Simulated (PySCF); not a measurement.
MgFBr, SMILES [F][Mg][Br].

Coordinates come from a PBE0-D3(BJ)/def2-TZVP optimisation.

Computed with PySCF with TDA-ωB97X/def2-SVPD.

Vertical excitations; the highest root listed may be one member of a degenerate set. Gas-phase values at a fixed geometry. State labels are in the subgroup C2v.

Computed lowest excited states:
```tsv
state	symmetry	energy (eV)	λ (nm)	f	main pairs
S1	B2	5.97	208	0.062	HOMO→LUMO (degenerate set)
S2	B1	5.97	208	0.062	HOMO−1→LUMO (degenerate set)
S3	A1	7.28	170	0.109	HOMO−2→LUMO 77 %
S4	A2	7.53	165	0.000	HOMO−1→LUMO+2, HOMO→LUMO+1, HOMO−1→LUMO+5, HOMO→LUMO+4 (degenerate set)
S5	A1	7.54	165	0.000	HOMO→LUMO+2, HOMO−1→LUMO+1, HOMO−1→LUMO+4, HOMO→LUMO+5 (degenerate set)
S6	B2	7.54	164	0.051	HOMO−3→LUMO (degenerate set)
S7	B1	7.54	164	0.051	HOMO−4→LUMO (degenerate set)
S8	A2	7.56	164	0.000	HOMO→LUMO+1 36 %, HOMO−1→LUMO+2 36 %, HOMO→LUMO+4 12 %, HOMO−1→LUMO+5 12 %
S9	A1	8.43	147	0.493	HOMO−1→LUMO+1 28 %, HOMO→LUMO+2 28 %, HOMO−5→LUMO 14 %, HOMO−2→LUMO 13 %
S10	A1	8.55	145	0.025	HOMO−5→LUMO 72 %
T1	B2	5.83	213	0	HOMO→LUMO (degenerate set)
T2	B1	5.83	213	0	HOMO−1→LUMO (degenerate set)
T3	A1	6.81	182	0	HOMO−2→LUMO 91 %
T4	A1	7.40	168	0	HOMO→LUMO+2 37 %, HOMO−1→LUMO+1 37 %, HOMO→LUMO+5 10 %, HOMO−1→LUMO+4 10 %
```
Triplets are in the Tamm–Dancoff approximation.
